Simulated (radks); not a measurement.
Species: N. Configuration: [He] 2s2 2p3. All-electron calculation, non-relativistic Kohn-Sham, r2SCAN, spin-polarised, spherical densities, point nucleus; open shells are filled with parallel spins first; meta-GGA in the generalised Kohn-Sham scheme; hard spherical wall at 5 bohr. Program: a radial shooting solver on a logarithmic mesh with Libxc functionals. Some entries of the table are withheld. Estimate them.

orbital,occ.,eigenvalue (hartree),r(max) (bohr),<r^2> (bohr^2)
1s up,1,-14.26104,0.1486,0.07168
1s down,1,-14.18956,0.1483,0.07061
2s up,1,-0.77201,1.006,2.032
2s down,1,-0.54410,1.044,2.301
2p up,3,(1),0.9659,2.426
2p down,0,(2),1.063,3.016
3s up,0,0.29892,3.128,9.364
3s down,0,0.41457,3.088,9.020
3p up,0,0.44570,3.271,9.329
3d up,0,0.50109,3.006,9.182
3p down,0,0.59054,3.218,8.604
3d down,0,0.61482,2.888,8.866

Answer. 
(1) 2p up eigenvalue (hartree): -0.31252
(2) 2p down eigenvalue (hartree): -0.09708
